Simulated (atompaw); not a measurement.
## Before and after: PAW (atompaw) potential for Zr

- Element: zirconium (Zr)
- Generator: atompaw 4.2.0.5
- Type: PAW
- Functional: PBEsol
- Relativity: scalar-relativistic
- Frozen core: [Ar] 3d10
- Valence charge: 12
- Reference configuration: 4s2 4p6 4d2 5s2 5p0
- Partial waves: 4s (bound): rc 1.50 bohr; 5s (bound): rc 3.00 bohr; 4p (bound): rc 2.40 bohr; 5p (bound, empty): rc 2.20 bohr; 4d (bound): rc 3.00 bohr; 4d channel at 1.5 Ry: rc 3.00 bohr
- Local potential: bessel scheme, radius 2.25 bohr
- Core correction: smooth core density matched at 1.65 bohr
- Augmentation charge: besselshape compensation charge, radius 2.50 bohr; PAW radius 3.00 bohr; waves and projectors: custom rrkj gramschmidtortho

Change: core [Ar] 3d10 4s2, valence charge 10; reference 4p6 4d2 5s2 5p0; waves now 5s (bound): rc 2.95 bohr; 5s channel at 4.1 Ry: rc 2.95 bohr; 4p (bound): rc 1.70 bohr; 5p (bound): rc 2.95 bohr; 4d (bound): rc 2.95 bohr; 4d channel at 0.25 Ry: rc 2.80 bohr; local potential bessel scheme, radius 2.30 bohr; core correction smooth core density matched at 2.05 bohr; augmentation besselshape compensation charge, radius 2.50 bohr; PAW radius 2.95 bohr; waves and projectors: custom rrkj gramschmidtortho.

Cutoffs: the cutoffs (Ry, on a coarse ladder) from which the occupation-weighted sum of valence levels, in a spherical-Bessel basis at the reference potential, stays within 10 and 1 mRy of its value at 400 Ry; they do not see the model core or the augmentation charge, which bear on the density cutoff.

What does the change do?

The potential gets harder (18 Ry and 30 Ry → 25 Ry and 45 Ry); neither file shows a bound ghost. Several settings change at once here, so the effects cannot be laid on one of them.

```tsv
quantity	base	changed
cutoff, loose	18 Ry	25 Ry
cutoff, tight	30 Ry	45 Ry
loose cutoff by channel (10 mRy a level)	s 18 Ry, p 12 Ry, d 8 Ry	s 6 Ry, p 21 Ry, d 8 Ry
bound ghosts	none	none
lowest overlap eigenvalue by channel	s 0.39, p 0.07, d 0.87	s 0.78, p 0.49, d 0.88
```

 The cutoffs see the waves, projectors and local potential, not the compensation charge or the core.
